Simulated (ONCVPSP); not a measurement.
Lu (Z = 71): variants of one ONCV potential

Base potential:

lutetium, optimised norm-conserving Vanderbilt (ONCV), made with ONCVPSP 4.0.1 (PBE, fully relativistic). Core [Kr] 4d10, reference 4f13.5 5s2 5p6 5d1.5 6s2. Waves: 5s+6s: rc 2.00 bohr, ncon 4, nbas 9, qcut 6 1/bohr, 3 projectors, debl 4 Ha; 5p: rc 1.60 bohr, ncon 3, nbas 7, qcut 8 1/bohr, 1 projector; 5d: rc 2.05 bohr, ncon 4, nbas 7, qcut 5.4 1/bohr, 1 projector; 4f: rc 1.15 bohr, ncon 4, nbas 9, qcut 13.3 1/bohr, 2 projectors, debl 3 Ha. Local part: polynomial inside 0.85 bohr (lpopt 5, dvloc0 0 Ha). Core correction: none.

Open shells are filled in proportion to 2j + 1.

All-electron outer shells of the reference configuration (PBE, scalar-relativistic, ld1.x):

```json
{"shell": "4d", "level (eV)": "-195.90", "outermost node (bohr)": "0.23", "outermost maximum (bohr)": "0.48"}
{"shell": "5s", "level (eV)": "-63.14", "outermost node (bohr)": "0.57", "outermost maximum (bohr)": "1.04"}
{"shell": "5p", "level (eV)": "-33.30", "outermost node (bohr)": "0.61", "outermost maximum (bohr)": "1.19"}
{"shell": "4f", "level (eV)": "-13.13", "outermost node (bohr)": "–", "outermost maximum (bohr)": "0.47"}
{"shell": "6s", "level (eV)": "-4.86", "outermost node (bohr)": "1.40", "outermost maximum (bohr)": "3.00"}
{"shell": "5d", "level (eV)": "-2.28", "outermost node (bohr)": "0.68", "outermost maximum (bohr)": "1.75"}
```

Cutoffs, loose and tight: the cutoffs (Ha) at which the residual kinetic energy of the hardest occupied pseudo-wave falls to 1 and 0.1 mHa per electron. They do not see the model core or the augmentation charge, which bear on the density cutoff. Test errors are all-electron minus pseudo excitation energies from the reference, over the configurations 4f14 5s2 5p6 5d1 6s2; 4f14 5s2 5p6 5d1 6s1; 4f14 5s2 5p6 5d1 6s0; 4f14 5s2 5p6 5d0 6s2. A dash means not determined; rows that change the core or the reference have their own tests.

A true bound ghost makes a file unfit for plane-wave use even where its test errors are small: the radial tests pick states by their node count and pass the ghost by.

```tsv
change	outcome	cutoff, loose	cutoff, tight	bound ghosts	GHOST(+) flags above zero	largest test error (meV)
base	generated	86 Ha	239 Ha	s, p3/2, p1/2	none	+253
p: nbas 6	generated	86 Ha	239 Ha	s, p3/2, p1/2	none	+253
d: nproj 3	generated	86 Ha	239 Ha	s, p3/2, p1/2	d5/2	+253
d: rc 2.04	generated	86 Ha	239 Ha	s, p3/2, p1/2	none	+253
local potential polynomial inside 0.85 bohr (lpopt 5, dvloc0 1.5 Ha)	generated	86 Ha	239 Ha	s, p3/2, p1/2	none	4 of 4 tests not solved or not reliable
s: qcut 7.5	generated	86 Ha	239 Ha	s, p3/2, p1/2	none	+55
reference 4f14 5s2 5p6 5d1 6s0.5	generated	86 Ha	238 Ha	s, p3/2, p1/2	none	-0.5 over the solved tests; 2 of 4 tests not solved or not reliable
s: rc 1.94	generated	86 Ha	239 Ha	s, p3/2, p1/2	none	+65
```

(1) What comes out with this change to the base: s: qcut 4; p: qcut 5.3; d: qcut 3.6; f: qcut 8.8?

(2) What comes out with this change to the base: local potential polynomial inside 1.00 bohr (lpopt 5, dvloc0 0 Ha)?

Results:

(1) outcome: generated; cutoff, loose: 329 Ha; cutoff, tight: 487 Ha; bound ghosts: s, p3/2, p1/2; GHOST(+) flags above zero: none; largest test error (meV): +124.

(2) outcome: generated; cutoff, loose: 86 Ha; cutoff, tight: 239 Ha; bound ghosts: none; GHOST(+) flags above zero: s; largest test error (meV): +82.
